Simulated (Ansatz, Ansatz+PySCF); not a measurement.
```yaml
atoms:
  - { symbol: Mg, position_ang: [0.0000, 0.0000, 0.0000] }
  - { symbol: S, position_ang: [0.0000, 0.0000, 2.5680] }
```

Basis set: def2-SVP (spherical functions). Charge 0, multiplicity 1.

Computed with Ansatz (development build ahead of 0.2.0); each method stands on the lowest determinant of its kind that the runs found.

The atomization energy at this shape (free ground-state atoms in the same class of orbitals less the molecule, no zero-point energy) of singlet MgS:

| method | atomization energy |
| --- | --- |
| UHF | 1.17 eV |

What does PBE0 (unrestricted) give?

1.73 eV. Caution: the shape is not the minimum; the unrestricted determinant is a mixture of spin states.
